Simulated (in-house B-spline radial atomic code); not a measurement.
**The copper ion Cu⁴⁺: [Ar] 3d7**

All numbers are computed (non-relativistic HSE06, spin-polarised, spherical fractional occupations, exact exchange averaged over the configuration; point nucleus) with a radial B-spline atomic code at the basis-set limit, not measured.

Screening seen three ways: the hydrogenic charge with the same mean radius, Z_r = [3n² - l(l+1)]/(2<r>), the one with the same energy, Z_e = n√(-2ε), and Slater's rules. Values are occupation-weighted means over spin.

| shell | electrons | ε (eV) | <r> (bohr) | Z_r | Z_e | Slater |
| --- | --- | --- | --- | --- | --- | --- |
| 1s | 2 | -8867.9 | 0.0529 | 28.36 | 25.53 | 28.70 |
| 2s | 2 | -1130.4 | 0.2383 | 25.18 | 18.23 | 24.85 |
| 2p | 6 | -998.52 | 0.2077 | 24.07 | 17.13 | 24.85 |
| 3s | 2 | -186.54 | 0.7081 | 19.07 | 11.11 | 17.75 |
| 3p | 6 | -144.43 | 0.73 | 17.12 | 9.77 | 17.75 |
| 3d | 7 | -75.01 | 0.7985 | 13.15 | 7.04 | 8.90 |

The least bound orbital is 3d down at -72.04 eV, and it is also the most diffuse (<r> = 0.8097 bohr).
